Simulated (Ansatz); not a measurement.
`O[Si]([SiH3])(Cl)Cl` + `[OH][SnH2][Cl]` → `[SiH3][O][SnH2][Cl]` + `O[SiH](Cl)Cl`  (cleavage of the Si–Si bond)

Isolated molecules relaxed with PBE0-D4/def2-TZVP in Ansatz; ΔE leaves out vibrations. CCSD(T)/CBS adds triple-zeta CCSD(T) − MP2 to the extrapolated MP2 energy (def2 sets, frozen cores). This one scheme is used for every species. Functionals use def2-TZVPP. B3LYP here is the variant with VWN-RPA as its local correlation; programs differ in this. HSE06 is defined as in plane-wave codes. Elements past krypton have def2 core potentials. For Sn outer-core shells are correlated without core-valence functions, which leaves a few kJ/mol of doubt a bond. Each species was taken in one conformer, which may not be the lowest.

```
             level  ΔE (kJ/mol)  difference from CCSD(T)/CBS
            PBE-D4        -74.0                         31.5
         revPBE-D4        -73.6                         31.9
           BLYP-D4        -91.2                         14.3
         r2SCAN-D4        -96.2                          9.3
            B97M-V        -99.4                          6.1
           PBE0-D4        -85.0                         20.5
          B3LYP-D4        -99.5                          6.0
        r2SCANh-D4        -98.3                          7.2
        r2SCAN0-D4       -101.2                          4.3
          HSE06-D4        -84.8                         20.7
          BHLYP-D4       -113.4                         -7.9
      CAM-B3LYP-D4       -107.6                         -2.1
            B2PLYP       -107.6                         -2.1
          PBE-QIDH       -101.5                          4.0
               PBE        -75.3                         30.2
            revPBE        -74.4                         31.1
              BLYP        -93.7                         11.8
            r2SCAN        -96.6                          8.9
              PBE0        -86.2                         19.3
             B3LYP       -101.7                          3.8
           r2SCAN0       -101.6                          3.9
             HSE06        -86.1                         19.4
             BHLYP       -115.6                        -10.1
         CAM-B3LYP       -109.0                         -3.5
           LC-ωPBE        -95.8                          9.7
       HF/def2-SVP       -127.4                        -21.9
      MP2/def2-SVP       -112.4                         -6.9
     CCSD/def2-SVP       -109.3                         -3.8
  CCSD(T)/def2-SVP       -106.6                         -1.1
     HF/def2-TZVPP       -132.8                        -27.3
    MP2/def2-TZVPP       -112.7                         -7.2
SCS-MP2/def2-TZVPP       -117.4                        -11.9
   CCSD/def2-TZVPP       -110.4                         -4.9
CCSD(T)/def2-TZVPP       -106.5                         -1.0
     HF/def2-QZVPP       -135.7                        -30.2
    MP2/def2-QZVPP       -113.1                         -7.6
SCS-MP2/def2-QZVPP       -117.7                        -12.2
      HF/CBS(def2)       -136.1                        -30.6
     MP2/CBS(def2)       -111.7                         -6.2
    CCSD/CBS(def2)       -109.4                         -3.9
       CCSD(T)/CBS       -105.5                            0
```

Largest T1 diagnostic among the species: 0.013.

In def2-TZVPP, CCSD(T) changes the Hartree–Fock value by +26.4 kJ/mol (the triples alone add +3.9 kJ/mol) and MP2 by +20.2 kJ/mol. From r2SCAN to r2SCAN0 (25 % exact exchange), in def2-TZVPP and without D4, ΔE moves by −5.0 kJ/mol.
